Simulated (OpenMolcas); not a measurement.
**Pm2+: moving or changing the point charges**

Pm2+ among 6 point charges of -1 e arranged as a trigonal antiprism (D3d), 2.35 Å from the ion, with a polar angle of 52.6° against the regular 54.74°.

```yaml
Program: OpenMolcas
Method: CASSCF
Basis: ANO-RCC-VTZP [8s7p5d3f2g1h]
Scalar_Hamiltonian: DKH2, point nucleus
Active_space: 5 electrons in 7 orbitals (4f)
State_averaging: 2S+1 = 6 odd, 21 roots; 2S+1 = 4 odd, 128 roots kept (CI in the orbitals of an earlier block, 108 in the spin-orbit step); 2S+1 = 2 odd, 149 roots kept (CI in the orbitals of an earlier block, 41 in the spin-orbit step)
Spin-orbit_coupling: state interaction with AMFI integrals over the reference wave functions
```

Runs around this geometry, states (labels of D3, the rotations of D3d). Energies in cm-1 above the lowest state or level, χT in cm3 K/mol.

| R (Å) | q (e) | Ground state | First state of that spin | First gap with spin-orbit (degeneracies) | Width of lowest J | χT at 300 K |
| --- | --- | --- | --- | --- | --- | --- |
| 2.35 | -0.5 | 6A2 | 6E 39.3 | 100.5 (2, 2) | 181 | 0.384 |
| 2.35 | -1 | 6A2 | 6E 81.7 | 172.0 (2, 2) | 352 | 0.385 |
| 2.52 | -1 | 6A2 | 6E 56.7 | 142.6 (2, 2) | 285 | 0.384 |
| 2.75 | -1 | 6A2 | 6E 37.9 | 105.6 (2, 2) | 212 | 0.384 |

Taking the width of the lowest J multiplet as R^-n, n = -ln(212 / 352) / ln(2.75 / 2.35) = 3.2 between the shortest and longest distance.

Scaling the charges by -0.5 / -1 = 0.50 scales the width of the lowest J multiplet by 181 / 352 = 0.51; with fixed orbitals a first-order splitting would follow the charge.

High states are left out of the spin-orbit mixing, which shifts the levels that they would mix with. This is an electrostatic model: the charges have no orbitals. A group larger than the point group allows holds several states that coincide in this model. No measured value stands beside these numbers.
